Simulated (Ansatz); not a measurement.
SnH2Me(OMe) (C₂H₈OSn), 12 atoms. Hardware: 4 threads of Arm Neoverse V2 on a shared host.

In the def2 sets Sn takes a core potential; there is no spin–orbit coupling. Correlated methods freeze 7 core orbitals; core or outer-core shells of Sn are correlated, in sets that lack core-valence functions.

(1) How many basis functions does each of these Ansatz runs have, and roughly what does it cost? PBE0-D4/def2-TZVP, charge 0 singlet, energy, from earlier orbitals; CCSD(T)/def2-TZVP, charge 0 singlet, energy, from earlier orbitals; r2SCAN0-D4/def2-TZVP, charge 0 singlet, energy, from earlier orbitals; PBE0-D4/def2-SVP, charge 1 doublet at the geometry of the charge 0 singlet, energy with a search over starts; LDA (SPW92)/def2-TZVP, charge 0 singlet, energy, from earlier orbitals; B3LYP-D4/def2-TZVP, charge 0 singlet, energy, from earlier orbitals; PBE-D4/def2-TZVP, charge 1 doublet, energy, from earlier orbitals; PBE-D4/def2-SVP, charge 0 singlet, relaxation, 6 steps; HF/def2-TZVP, charge 0 singlet, energy, from earlier orbitals; r2SCAN-D4/def2-TZVP, charge 0 triplet at the geometry of the charge 0 singlet, energy, from earlier orbitals; PBE-D4/def2-TZVP, charge 0 triplet at the geometry of the charge 0 singlet, energy, from earlier orbitals; PBE0-D4/def2-SVP, charge 0 singlet, energy with a search over starts.

Results:

(1) Other jobs shared the machine, so times can vary by a factor of up to 3. A dash marks memory too small to be measured apart from the calling script's.

| run | functions | fitting or Cholesky vectors | wall time | peak host memory (GiB) |
| --- | --- | --- | --- | --- |
| LDA (SPW92)/def2-TZVP, charge 0 singlet, energy, from earlier orbitals | 191 | 1251 | 1.1 s | – |
| PBE0-D4/def2-SVP, charge 0 singlet, energy with a search over starts | 108 | 1277 | 1.9 s | – |
| HF/def2-TZVP, charge 0 singlet, energy, from earlier orbitals | 191 | 1528 | 2.4 s | – |
| PBE0-D4/def2-TZVP, charge 0 singlet, energy, from earlier orbitals | 191 | 1324 | 2.7 s | – |
| B3LYP-D4/def2-TZVP, charge 0 singlet, energy, from earlier orbitals | 191 | 1295 | 2.7 s | – |
| PBE-D4/def2-TZVP, charge 0 triplet at the geometry of the charge 0 singlet, energy, from earlier orbitals | 191 | 1251 | 3.6 s | – |
| PBE-D4/def2-TZVP, charge 1 doublet, energy, from earlier orbitals | 191 | 1251 | 3.6 s | – |
| r2SCAN0-D4/def2-TZVP, charge 0 singlet, energy, from earlier orbitals | 191 | 1324 | 4.3 s | – |
| PBE0-D4/def2-SVP, charge 1 doublet at the geometry of the charge 0 singlet, energy with a search over starts | 108 | 1180 | 5.5 s | – |
| PBE-D4/def2-SVP, charge 0 singlet, relaxation, 6 steps | 108 | 1214 | 8.5 s | – |
| r2SCAN-D4/def2-TZVP, charge 0 triplet at the geometry of the charge 0 singlet, energy, from earlier orbitals | 191 | 1251 | 8.5 s | – |
| CCSD(T)/def2-TZVP, charge 0 singlet, energy, from earlier orbitals | 191 | 1478 | 93 s | 2.6 |
